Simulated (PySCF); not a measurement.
Input file for PySCF: R-B3LYP/6-311+G** on CH2O (SMILES C=O).

```python
from pyscf import gto, scf, dft, mp
from pyscf.data.elements import chemcore

mol = gto.M(
    atom='''
    C    -0.00586292    0.00059870    0.00001890
    O     1.18678857   -0.12118788   -0.00369973
    H    -0.49509527    0.99418926    0.00304429
    H    -0.68583039   -0.87360009    0.00063654
    ''',
    basis='6-311+g**',
    charge=0, spin=0, verbose=3, max_memory=1800)
mf = dft.RKS(mol, xc='b3lyp')
mf.conv_tol = 1e-8
mf.max_cycle = 100
mf.kernel()
if not mf.converged:
    mf = mf.newton().run(mf.mo_coeff, mf.mo_occ)
```

It printed:

```
converged SCF energy = -114.541742484374
```

Self-consistency was reached.

Cost: roughly 1.3 core-seconds.
